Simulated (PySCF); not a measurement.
**Radial density of Tc⁺ (technetium, charge +1)**

UHF, [Kr] 4d6, high-spin 5D determinant (an excited configuration). All numbers are calculated (PySCF 2.14, the spin-free X2C one-electron Hamiltonian (Gaussian nucleus), in x2c-TZVPPall with one added diffuse shell each of s, p, d, f type (9s7p7d3f1g, 95 functions)).

```
r (bohr)  4πr²ρ (e/bohr)  4πr²(ρα − ρβ)
  0.0368           48.90        -0.0039
  0.0620           50.00         0.0004
   0.104           67.82         0.0870
   0.175           47.26         0.4025
   0.295           50.82         0.4996
   0.496           30.98        -0.0095
   0.834           12.26         1.2417
    1.40           9.179         2.6803
    2.36           1.867         1.0055
    3.97          0.1497         0.0762
    6.68        0.001066         0.0000
    11.2       1.201e-05         0.0000
```

Densities and radii are taken from the X2C orbitals without a picture-change correction, which distorts them close to the nucleus.

Where is the radial spin density 4πr²(ρα − ρβ) most negative, and why is it negative at all?

Around r = 0.496 bohr, down to -0.0095 e/bohr: exchange with the open shell polarises the paired shells in an unrestricted calculation.
